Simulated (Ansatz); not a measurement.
Molecular dynamics of NaH13O7

Input:

```yaml
crystal:
  lattice:
    - [6.269221, 0.0, 0.0]
    - [0.0, 6.269221, 0.0]
    - [0.0, 0.0, 6.269221]
  atoms:
    - { symbol: O, position: [0.82213004, 0.89139319, 0.73188035] }
    - { symbol: H, position: [0.79185904, 0.97228979, 0.60433068] }
    - { symbol: H, position: [0.70895201, 0.7802326, 0.70741958] }
    - { symbol: O, position: [0.41075385, 0.71055891, 0.5617613] }
    - { symbol: H, position: [0.28868167, 0.71484826, 0.65542759] }
    - { symbol: H, position: [0.44270054, 0.55583605, 0.58413237] }
    - { symbol: O, position: [0.22625112, 0.21650261, 0.15557132] }
    - { symbol: H, position: [0.14396904, 0.23648733, 0.28674449] }
    - { symbol: H, position: [0.36652061, 0.1288684, 0.19299876] }
    - { symbol: O, position: [0.70573283, 0.53546432, 1.14055075] }
    - { symbol: H, position: [0.67925121, 0.4220804, 1.03712718] }
    - { symbol: H, position: [0.61019929, 0.48714701, 1.25265075] }
    - { symbol: O, position: [0.11638934, 0.36767015, 0.76821014] }
    - { symbol: H, position: [0.08320954, 0.32447149, 0.91736809] }
    - { symbol: H, position: [-0.02599969, 0.38881282, 0.7110747] }
    - { symbol: O, position: [0.57813686, 0.29355606, 0.5943666] }
    - { symbol: H, position: [0.56154537, 0.18866425, 0.44931416] }
    - { symbol: H, position: [0.47569549, 0.21504627, 0.67920673] }
    - { symbol: Na, position: [0.78532875, 0.86431285, 0.09131922] }
    - { symbol: O, position: [0.58206871, 0.0434896, 0.29994653] }
    - { symbol: H, position: [0.50642838, -0.06910636, 0.36859258] }
basis:
  ecutwfc: 420.0
kpoints:
  mp_grid: { grid: [1, 1, 1] }
hamiltonian:
  xc: pbe
  dispersion: d3bj
scf:
  occupations: { method: fermi_dirac, width: 0.02 }
  lower_state_search: "off"
md:
  timestep: 0.75
  n_steps: 400
  ensemble: nvt_nose_hoover
  temperature: 400.0
  initial_velocities: maxwell_boltzmann
  seed: 605371
  nose_hoover: { tau: 50.0, chain_length: 3 }
```

Launched with:

```bash
$ ansatz run input.yaml --threads 1 --pin off --max-ram 3072MiB --backend cpu --events-out ev --progress --plain --runs-dir out
```

It goes on from the last frame of an earlier run, with new velocities.

Output, in part (step lines):

```
md step     0: t =     0.00 fs  T =   400.0 K  F+E_penalty+E_count = -5668.55253588 eV  E_kin = 1.034080 eV  conserved = -5667.51845589 eV  (9 SCF iters)
[... lines left out ...]
```

The steps, from the saved trajectory:

```tsv
time (fs)	T (K)	potential energy less start (eV)	conserved less start (meV/atom)
0.0	400	0.000	0.00
9.8	357	0.118	0.15
19.5	433	-0.056	0.42
29.2	345	0.191	0.59
39.0	383	0.112	0.40
48.8	530	-0.238	0.10
58.5	461	-0.027	0.26
68.2	365	0.250	0.49
78.0	448	0.076	0.67
87.8	417	0.190	0.65
97.5	438	0.169	0.56
107.2	471	0.110	0.28
117.0	493	0.087	0.40
126.8	435	0.248	0.44
136.5	421	0.289	0.64
146.2	380	0.386	0.59
156.0	443	0.200	0.27
165.8	524	-0.049	0.23
175.5	466	0.026	0.27
185.2	365	0.212	0.49
195.0	436	-0.073	0.39
204.8	414	-0.124	0.20
214.5	365	-0.084	0.31
224.2	433	-0.335	0.24
234.0	457	-0.472	0.34
243.8	379	-0.351	0.24
253.5	388	-0.432	-0.07
263.2	482	-0.711	-0.19
273.0	436	-0.629	-0.07
282.8	438	-0.663	0.18
292.5	389	-0.577	0.07
```

All steps were run. The conserved energy stayed within 0.7 meV per atom of its start (net change 0.12 meV per atom), so the integration is sound. A run of 0.3 ps of so small a system gives no equilibrium averages. Limits of this set-up: coarse k mesh.

Mean squared displacements from the first frame to the last, about the centre of mass: O 0.77 Å², H 1.62 Å², Na 0.23 Å².

Last frame:

```xyz
21
Lattice="6.2692 0.0000 0.0000 0.0000 6.2692 0.0000 0.0000 0.0000 6.2692" Properties=species:S:1:pos:R:3
O 4.629 5.994 4.904
H 4.841 6.803 4.183
H 3.825 5.549 4.568
O 2.611 4.143 3.463
H 2.369 3.474 4.174
H 3.100 3.564 2.852
O 0.718 0.990 0.823
H 0.301 1.281 1.687
H 1.549 0.614 1.079
O 4.080 3.560 7.008
H 4.516 2.906 7.609
H 4.100 3.180 6.149
O 1.067 2.289 4.882
H 0.923 1.813 5.734
H 1.213 1.620 4.188
O 5.256 1.288 3.103
H 3.823 0.843 2.770
H 5.770 1.992 3.561
Na 4.862 5.780 0.877
O 3.066 0.411 2.150
H 2.712 -0.416 2.602
```

The run took 7.8 min on 1 thread of Arm Neoverse V1 (shared host), peak memory 0.33 GiB.
